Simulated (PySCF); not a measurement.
An unknown is described by computed data only.

Formula: C6H10O2.

| Item | Value |
| --- | --- |
| 13C NMR | chemical shifts (computed TMS as zero) by class: 173.5 (1 C), 146.5 (1 C), 133.2 (1 C), 57.5 (1 C), 24.4 (1 C), 12.3 (1 C) ppm [GIAO HF/pcSseg-1] |
| NMR, other nuclei | isotropic shieldings of nuclei other than C and H, by class: -41 (1 O), 168 (1 O) ppm [GIAO HF/pcSseg-1] |
| UV, strongest line | among the 10 lowest singlet transitions: S2 at 6.47 eV (192 nm, f = 0.314) [TDDFT wB97X-D/def2-SVPD] |
| Couplings | largest of the computed one-bond spin–spin couplings (means over like bonds): 13C–1H +172.0, 13C–1H +171.9, 13C–1H +169.8, 13C–1H +151.2 (×2), 13C–1H +133.1 (×3), 13C–1H +130.8 (×2), 13C–13C +79.7, 13C–13C +76.1 Hz [B3LYP/pcJ-1, spin–dipole term left out] |
| 1H NMR | chemical shifts (computed TMS as zero) by class: 7.25 (1 H), 6.39 (1 H), 6.13 (1 H), 4.14 (2 H), 1.31 (2 H), 0.97 (3 H) ppm [GIAO HF/pcSseg-1] |
| Triplet | lowest triplet excitation (Tamm–Dancoff): 3.96 eV [TDA wB97X-D/def2-SVPD] |
| UV, first state | lowest singlet excitation: 5.12 eV (242 nm, f = 0.000) [TDDFT wB97X-D/def2-SVPD] |
| Valence photoelectron | vertical ionisation energy: 10.46 eV [ΔSCF wB97X-D/def2-SVPD] |
| Rotational structure | rotational constants A, B, C: 4.291, 1.119, 1.072 GHz [PBE0-D3(BJ)/def2-SVP] |

Gas-phase values; electronic properties from PySCF, density fitting. Levels stand in brackets. The structure is a single PBE0-D3(BJ)/def2-SVP conformer in the gas phase; no vibrational or solvent corrections. Each NMR value is the plain mean over a class of atoms that symmetry, rotation or inversion makes alike.

Problem. Propose a structure and show how it fits.

Solution. Numbering: `[CH2:1]=[CH:2][C:3](=[O:4])[O:5][CH2:6][CH2:7][CH3:8]`. Its formula, C6H10O2, gives 2 degrees of unsaturation: 0 rings and 2 π bonds in the structure found. 6 carbons fall into 6 classes; from least to most shielded: ester carbonyl carbon [C3] (173.5 ppm), terminal =CH2 carbon [C1] (146.5 ppm), alkene CH carbon [C2] (133.2 ppm), sp3 carbon bound to oxygen [C6] (57.5 ppm), chain CH2 carbon [C7] (24.4 ppm), methyl carbon [C8] (12.3 ppm). Hydrogen classes from least to most shielded: 1 H on a terminal =CH2 carbon, C1 (7.25 ppm), 1 H on a terminal =CH2 carbon, C1 (6.39 ppm), 1 H on an alkene CH carbon, C2 (6.13 ppm), 2 H on an sp3 carbon bound to oxygen, C6 (4.14 ppm, a mean of values up to 1.5 ppm apart in this geometry), 2 H on a chain CH2 carbon, C7 (1.31 ppm), 3 H on a methyl carbon, C8 (0.97 ppm). The other shieldings belong to: -41 ppm, ester carbonyl oxygen [O4]; 168 ppm, ester single-bonded oxygen [O5]. The couplings run between: +172.0 Hz, terminal =CH2 carbon [C1] and its hydrogen; +171.9 Hz, alkene CH carbon [C2] and its hydrogen; +169.8 Hz, terminal =CH2 carbon [C1] and its hydrogen; +151.2 Hz, sp3 carbon bound to oxygen [C6] and its hydrogen (with 1 like pair); +133.1 Hz, methyl carbon [C8] and its hydrogen (with 2 like pairs); +130.8 Hz, chain CH2 carbon [C7] and its hydrogen (with 1 like pair); +79.7 Hz, alkene CH carbon [C2] and ester carbonyl carbon [C3]; +76.1 Hz, terminal =CH2 carbon [C1] and alkene CH carbon [C2]. The optimised geometry has point group C1 and is an asymmetric top. Structure: n-propyl acrylate (`C=CC(=O)OCCC`). Computed isomers that give other values at the same levels: `CC(=O)C(C)C(C)=O` (rotational constant A: 2.526 GHz; this holds for the one conformer computed); `C=C[C@@H](C)OC(C)=O` (rotational constant A: 3.729 GHz; this holds for the one conformer computed); `CCC(=O)CC(C)=O` (rotational constant A: 3.484 GHz; this holds for the one conformer computed). The assignments are read from this structure; whether some other isomer fits the data as well wasn't checked.

The values belong to the conformer `[CH2:1]=[CH:2][C:3](=[O:4])[O:5][CH2:6][CH2:7][CH3:8]`: C1–C2–C3–O4 1°, C2–C3–O5–C6 178°, C3–O5–C6–C7 -107°, O5–C6–C7–C8 64°.
